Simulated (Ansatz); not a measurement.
Relaxation of CH₃AlCl₂ (7 atoms, charge 0, multiplicity 1), to a largest force component of 0.03 eV/Å in at most 50 steps.

The calculation used UKS PBE0/6-31G* (Ansatz 0.2.0).

```xyz
7
Properties=species:S:1:pos:R:3:forces:R:3
Al -0.474 0.703 -0.938 0.07 0.00 -0.10
Cl -0.895 -0.119 2.472 0.11 -0.11 -0.05
C 0.889 -0.454 -0.599 -0.23 -0.03 0.30
H -0.073 -0.579 1.550 0.03 0.13 -0.16
Cl -2.196 1.854 -0.784 -0.05 0.03 0.01
H 0.864 -1.394 -1.153 0.03 0.00 -0.01
H 1.885 -0.011 -0.548 0.04 -0.01 0.02
```

**Question.** Where does it end, and by what steps?

**Answer.** It converged. After 16 steps the energy has fallen by 4.783 eV; H4 moved furthest, 1.69 Å. Parted: Cl2–H4. Joined: Al1–Cl2, C3–H4.

```json
{"step": "0", "energy less start (eV)": "0.0000", "largest force component (eV/Å)": "0.304", "accepted": "yes"}
{"step": "1", "energy less start (eV)": "-0.0864", "largest force component (eV/Å)": "0.262", "accepted": "yes"}
{"step": "2", "energy less start (eV)": "-0.1907", "largest force component (eV/Å)": "0.338", "accepted": "yes"}
{"step": "3", "energy less start (eV)": "-0.3182", "largest force component (eV/Å)": "0.688", "accepted": "yes"}
{"step": "4", "energy less start (eV)": "-0.5955", "largest force component (eV/Å)": "1.016", "accepted": "yes"}
{"step": "5", "energy less start (eV)": "-1.1174", "largest force component (eV/Å)": "1.767", "accepted": "yes"}
{"step": "6", "energy less start (eV)": "-1.9083", "largest force component (eV/Å)": "2.520", "accepted": "yes"}
{"step": "7", "energy less start (eV)": "-2.8791", "largest force component (eV/Å)": "2.743", "accepted": "yes"}
{"step": "8", "energy less start (eV)": "-3.7156", "largest force component (eV/Å)": "1.454", "accepted": "yes"}
{"step": "9", "energy less start (eV)": "-4.2214", "largest force component (eV/Å)": "0.958", "accepted": "yes"}
{"step": "10", "energy less start (eV)": "-4.2197", "largest force component (eV/Å)": "4.648", "accepted": "no"}
{"step": "11", "energy less start (eV)": "-4.4183", "largest force component (eV/Å)": "0.671", "accepted": "yes"}
{"step": "12", "energy less start (eV)": "-4.5523", "largest force component (eV/Å)": "0.472", "accepted": "yes"}
{"step": "13", "energy less start (eV)": "-4.6926", "largest force component (eV/Å)": "0.300", "accepted": "yes"}
{"step": "14", "energy less start (eV)": "-4.7752", "largest force component (eV/Å)": "0.192", "accepted": "yes"}
{"step": "15", "energy less start (eV)": "-4.7821", "largest force component (eV/Å)": "0.061", "accepted": "yes"}
{"step": "16", "energy less start (eV)": "-4.7828", "largest force component (eV/Å)": "0.007", "accepted": "yes"}
```

```xyz
7
Properties=species:S:1:pos:R:3
Al -0.773 0.497 0.273
Cl -1.461 0.522 2.257
C 0.785 -0.521 -0.271
H 1.105 -1.216 0.512
Cl -1.862 1.658 -1.097
H 0.583 -1.091 -1.184
H 1.623 0.152 -0.490
```

Whether the end is a true minimum wasn't checked by a vibrational analysis.

The run took 42 s on 2 threads of Arm Neoverse V2, on a shared host, peak memory 0.22 GiB.
